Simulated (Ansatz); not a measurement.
Consider the atomization: `[AlH2][BH]O[SiH3]` → Al• + B• + 6 H• + O• + Si•.

Program: Ansatz. Geometries: PBE0-D4/def2-TZVP. ΔE: electronic, gas phase. CBS: MP2 limit from def2 TZ/QZ plus the TZ coupled-cluster correction, frozen cores. This one scheme is used for every species, atoms too. DFT in def2-TZVPP. B3LYP here is the variant with VWN-RPA as its local correlation; programs differ in this. Open shells (•) are unrestricted, without spin–orbit coupling. Spin–orbit coupling would lower the free atoms: a little for Al, B, O, Si. One conformer a species, not always the lowest.

```csv
level,ΔE (kJ/mol)
B3LYP-D4,3163.5
revPBE,3033.5
B3LYP,3135.4
CAM-B3LYP,3170.2
```

(1) What does CCSD(T)/CBS give? (Estimate.)

Largest T1 diagnostic among the species: 0.018.

Results:

(1) The calculation gave: +3164.2 kJ/mol. The listed levels differ from it by -0.7, -130.7, -28.8, 6.0 kJ/mol.

Leaving LDA and LC-ωPBE aside and taking each functional with its dispersion term where it has one, the values, not all of them listed here, spread over 110.9 kJ/mol, from revPBE-D4 to B97M-V. LDA lies +383.5 kJ/mol from PBE without D4, its usual overbinding. From PBE to PBE0 (25 % exact exchange), in def2-TZVPP and without D4, ΔE moves by −21.4 kJ/mol: exact exchange takes away binding that semilocal exchange gives to molecules. At CCSD(T), def2-SVP lies −184.2 kJ/mol from the extrapolated value and def2-TZVPP −78.5 kJ/mol: correlation converges slowly with the basis, and small sets miss more of it in the bonded molecule than in its fragments.

For atomizations the MP2-based limit and the directly extrapolated one differ by several kJ/mol either way, and by 10 to 25 for some Ge, Se and Sn compounds, so smaller differences from it don't rank the levels.
